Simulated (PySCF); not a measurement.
Run record: excited-state job, `C/C=C\PC(C)C`.

Method: TDDFT PBE0/def2-SVPD, vertical, gas phase, core orbitals frozen in the response (PySCF 2.14.0, density-fitted response routines). Geometry: GFN2-xTB. The input is one job of a driver script: a line of settings, then coordinates in Å.

Input:
```
{"job": {"kind": "uv", "xc": "PBE0", "basis": "def2-SVPD", "nstates": 8, "ntriplets": 3}, "charge": 0, "multiplicity": 1}
C      3.243802     0.036808     0.079533
C      2.341566    -0.948323    -0.579288
C      1.080112    -0.720597    -0.923400
P      0.202627     0.863382    -0.754918
C     -1.539170     0.185555    -0.606349
C     -2.516783     1.353126    -0.503920
C     -1.701177    -0.770408     0.570080
H      4.157075     0.150797    -0.503749
H      3.528355    -0.311079     1.073141
H      2.759346     1.007625     0.164728
H      2.779339    -1.921708    -0.771426
H      0.519255    -1.486604    -1.448292
H      0.391024     1.012115     0.626793
H     -1.733836    -0.355236    -1.542696
H     -2.324524     1.928243     0.400552
H     -2.411177     2.018844    -1.358629
H     -3.543461     0.991711    -0.470249
H     -0.989964    -1.592145     0.511997
H     -2.707781    -1.187013     0.580964
H     -1.539775    -0.244415     1.510081
```

Question: Give the output.

Answer: 
```
coarse grid: 16200 points
cycle   1  E = -576.9813481370  dE =  4.853e-01  |g| = 4.239e-01  |ddm| = 7.027e+00
cycle   2  E = -576.9724178442  dE =  8.930e-03  |g| = 4.694e-01  |ddm| = 1.741e+00
cycle   3  E = -577.0326324624  dE = -6.021e-02  |g| = 3.958e-02  |ddm| = 8.320e-01
cycle   4  E = -577.0329214700  dE = -2.890e-04  |g| = 2.488e-02  |ddm| = 1.406e-01
cycle   5  E = -577.0330746345  dE = -1.532e-04  |g| = 6.848e-03  |ddm| = 5.540e-02
cycle   6  E = -577.0330858222  dE = -1.119e-05  |g| = 2.405e-03  |ddm| = 1.713e-02
cycle   7  E = -577.0330873453  dE = -1.523e-06  |g| = 4.022e-04  |ddm| = 5.428e-03
final grid: 149016 points
cycle   8  E = -577.1078015684  dE = -7.058e-05  |g| = 9.351e-03  |ddm| = 2.154e-01
cycle   9  E = -577.1077927946  dE =  8.774e-06  |g| = 1.092e-02  |ddm| = 4.178e-02
cycle  10  E = -577.1078250563  dE = -3.226e-05  |g| = 7.557e-04  |ddm| = 2.004e-02
cycle  11  E = -577.1078252009  dE = -1.447e-07  |g| = 2.632e-04  |ddm| = 2.197e-03
cycle  12  E = -577.1078252175  dE = -1.657e-08  |g| = 7.026e-05  |ddm| = 6.404e-04
cycle  13  E = -577.1078252188  dE = -1.281e-09  |g| = 2.768e-05  |ddm| = 2.458e-04
cycle  14  E = -577.1078252190  dE = -1.967e-10  |g| = 6.433e-06  |ddm| = 5.910e-05
converged SCF energy = -577.1078252190

Static polarisability (au): isotropic 102.216, principal 81.732 90.868 134.047

Singlet excitations
state   eV       nm        f      main configurations
  1   5.5423    223.7   0.13124   H->L 0.90
  2   5.9448    208.6   0.10839   H->L+1 0.79, H->L+2 0.14
  3   6.1010    203.2   0.00862   H->L+2 0.82, H->L+1 0.14
  4   6.4910    191.0   0.02302   H->L+3 0.94
  5   6.6245    187.2   0.02534   H->L+4 0.86
  6   7.0065    177.0   0.04622   H->L+5 0.74, H->L+6 0.13
  7   7.1636    173.1   0.02729   H->L+6 0.77, H->L+5 0.16
  8   7.2076    172.0   0.16866   H-1->L 0.57, H-2->L 0.15, H-3->L 0.09

Triplet excitations (Tamm-Dancoff, eV): 3.9200 5.0186 5.3787
```

The SCF starts on a coarse grid where the log names one; the energy can jump when the final grid takes over, and dE then counts from the start density on the new grid. H and L stand for HOMO and LUMO; the number after each pair is its weight.

Question: Give the mean polarisability as a volume in Å³, and the ratio of the largest to the smallest principal value.

Answer: 102.216 au × 0.148185 = 15.15 Å³; 134.047/81.732 = 1.64.

Question: Give S1 in cm⁻¹ and kJ/mol.

Answer: 5.5423 eV × 8065.54 = 44702 cm⁻¹; × 96.485 = 534.8 kJ/mol.

In short: HOMO -6.31 eV, LUMO 0.09 eV; lowest singlet 5.54 eV; lowest triplet 3.92 eV (Tamm–Dancoff); mean polarisability 102.2 au.

Rough CPU time on one thread of a shared machine: about 1.9 min.

One conformer stands for the species.
Labels such as C1 count atoms from 1, the log's own numbers from 0.
